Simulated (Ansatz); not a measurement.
Gas-phase electronic energies from Ansatz, PBE0-D4/def2-TZVP geometries. CCSD(T)/CBS is the MP2 limit (def2-TZVPP, def2-QZVPP) plus CCSD(T) − MP2 in def2-TZVPP, frozen cores. This one scheme is used for every species. Double bonds are as drawn, so ΔE can hold a change between cis and trans.

`[SiH3]/C=C(\[SiH3])Cl` + H₂ → `[SiH3]/C=C/Cl` + SiH₄  (hydrogenolysis of a C–Si bond)

```json
{"species": "`[SiH3]/C=C(\\[SiH3])Cl`", "SCS-MP2/def2-QZVPP energy (Eh)": "-1118.08375"}
{"species": "H₂", "SCS-MP2/def2-QZVPP energy (Eh)": "-1.17321"}
{"species": "`[SiH3]/C=C/Cl`", "SCS-MP2/def2-QZVPP energy (Eh)": "-827.82911"}
{"species": "SiH₄", "SCS-MP2/def2-QZVPP energy (Eh)": "-291.43864"}
```

(1) Work out ΔE.

Largest T1 diagnostic among the species: 0.012.

## Answers

(1) ΔE = (-827.82911) + (-291.43864) − (-1118.08375) − (-1.17321) = -0.01079 Eh = -6.8 kcal/mol. CCSD(T)/CBS gives -6.2 kcal/mol.

The D4 term adds +4.0 kcal/mol with B3LYP and +2.2 kcal/mol with PBE0; it sums over pairs of atoms, weighted by their polarisabilities, and B3LYP, whose exchange is more repulsive, gets the larger term. In def2-TZVPP, CCSD(T) changes the Hartree–Fock value by +7.3 kcal/mol (the triples alone add +1.6 kcal/mol) and MP2 by +9.0 kcal/mol. From PBE to PBE0 (25 % exact exchange), in def2-TZVPP and without D4, ΔE moves by −1.0 kcal/mol.

B3LYP here is the variant with VWN-RPA as its local correlation; programs differ in this.
